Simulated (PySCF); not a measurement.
Ranking problems on computed properties.

Each SMILES stands for a single optimised conformer of the isolated species, non-relativistic unless stated; the electronic structure was computed with PySCF and density fitting.

The conformers computed, where there is a choice (atom-mapped SMILES and torsion angles):
- `[CH3:1][C:2](=[O:3])[CH2:4][C:5]#[C:6][Si@H:7]([NH2:8])[SiH3:9]`: C1–C2–C4–C5 -55°, H–N8–Si7–C6 61°, H–N8–Si7–C6 -78°
- `[CH3:1][CH2:2][CH2:3][S:4][SiH2:5][C:6]([F:7])([F:8])[F:9]`: C1–C2–C3–S4 -61°, C2–C3–S4–Si5 -68°, C3–S4–Si5–C6 -172°, S4–Si5–C6–F7 -61°
- `[F:1][SiH2:2][N:3]([CH2:4][SiH3:5])[CH:6]1[CH2:7][CH2:8]1`: F1–Si2–N3–C4 22°, Si2–N3–C4–Si5 94°, Si2–N3–C6–C7 -70°
- `[CH2:1]=[C:2]([CH3:3])[CH2:4][O:5][Si@@H:6]([SiH3:7])[C:8]#[N:9]`: C1–C2–C4–O5 0°, C2–C4–O5–Si6 151°, C4–O5–Si6–Si7 -168°
- `[CH2:1]=[CH:2][CH2:3][C:4]([CH3:5])([CH3:6])[C:7](=[O:8])[Cl:9]`: C1–C2–C3–C4 -121°, C2–C3–C4–C5 -177°, C3–C4–C7–O8 123°
- `[CH3:1][CH2:2][C@@:3]1([CH3:4])[CH2:5][C@H:6]1[C:7](=[O:8])[Cl:9]`: C1–C2–C3–C4 -68°, C5–C6–C7–O8 23°
- `[CH2:1]=[CH:2][C@H:3]([C:4](=[O:5])[Cl:6])[CH:7]([CH3:8])[CH3:9]`: C1–C2–C3–C4 -110°, C2–C3–C4–O5 -84°, C2–C3–C7–C8 -59°
- `[CH2:1]=[CH:2][c:3]1[cH:4][n:5]([CH:6]2[CH2:7][CH2:8]2)[n:9][n+:10]1[CH3:11]`: C1–C2–C3–C4 -1°, C4–N5–C6–C7 -144°
- `[CH2:1]=[N:2][C:3]([SiH3:4])([SiH3:5])[CH2:6][CH2:7][F:8]`: C1–N2–C3–Si4 132°, N2–C3–C6–C7 72°, C3–C6–C7–F8 -174°
- `[CH:1]#[C:2][C@H:3]([Cl:4])[CH2:5][CH:6]([CH3:7])[CH3:8]`: C2–C3–C5–C6 -61°, C3–C5–C6–C7 -64°

The conformers of `N#C[C@@H]1CO[SiH2]CC[SiH2]1` aren't listed.

(1) Rank by dipole moment, lowest first (PBE0/pcSseg-1 at GFN2-xTB geometries).
A. `CC(=O)CC#C[Si@H](N)[SiH3]`
B. `CCCS[SiH2]C(F)(F)F`
C. `C=C(C)CO[Si@@H]([SiH3])C#N`
D. `F[SiH2]N(C[SiH3])C1CC1`

(2) Rank by smallest rotational constant, highest first (GFN2-xTB).
A. `C#C[PH-]`
B. `CCCS[SiH2]C(F)(F)F`
C. `C=CCC(C)(C)C(=O)Cl`
D. `F[SiH2]N(C[SiH3])C1CC1`
E. `[C@@H]1([C@](CC)(C)C1)C(=O)Cl`

(3) By how much do the two ends of that ranking differ?

(4) Rank by HOMO energy, highest first (PBE0/pcSseg-1 at GFN2-xTB geometries).
A. `CC(=O)CC#C[Si@H](N)[SiH3]`
B. `C=CCC(C)(C)C(=O)Cl`
C. `F[SiH2]N(C[SiH3])C1CC1`
D. `C=C[C@H](C(=O)Cl)C(C)C`
E. `C=Cc1cn(C2CC2)n[n+]1C`

(5) By how much do the two ends of that ranking differ?

(6) Rank by HOMO–LUMO gap, lowest first (PBE0/pcSseg-1 at GFN2-xTB geometries).
A. `CC[C@@]1(C)C[C@H]1C(=O)Cl`
B. `C=C(C)CO[Si@@H]([SiH3])C#N`
C. `CCCS[SiH2]C(F)(F)F`
D. `C=CC1=CN(C2CC2)N=[N+]1C`
E. `C(C=C)C(C)(C)C(Cl)=O`
F. `C=NC([SiH3])([SiH3])CCF`
G. `N#C[C@@H]1CO[SiH2]CC[SiH2]1`
H. `C#C[C@H](Cl)CC(C)C`

(7) Give the two extremes of that set in kcal/mol.

Answers

(1) A (1.25 D), D (2.17 D), C (3.19 D), B (4.17 D).

(2) A (5.353 GHz), C (0.919 GHz), D (0.772 GHz), E (0.708 GHz), B (0.506 GHz).

(3) By 4.847 GHz, between `C#C[PH-]` and `CCCS[SiH2]C(F)(F)F`.

(4) C (-6.21 eV), A (-7.22 eV), B (-7.78 eV), D (-7.91 eV), E (-11.43 eV).

(5) By 5.22 eV, between `F[SiH2]N(C[SiH3])C1CC1` and `C=Cc1cn(C2CC2)n[n+]1C`.

(6) D (5.73 eV), B (6.11 eV), F (6.67 eV), E (6.80 eV), C (6.98 eV), A (7.26 eV), H (7.82 eV), G (8.16 eV).

(7) `C=Cc1cn(C2CC2)n[n+]1C`: 132 kcal/mol; `N#C[C@@H]1CO[SiH2]CC[SiH2]1`: 188 kcal/mol.
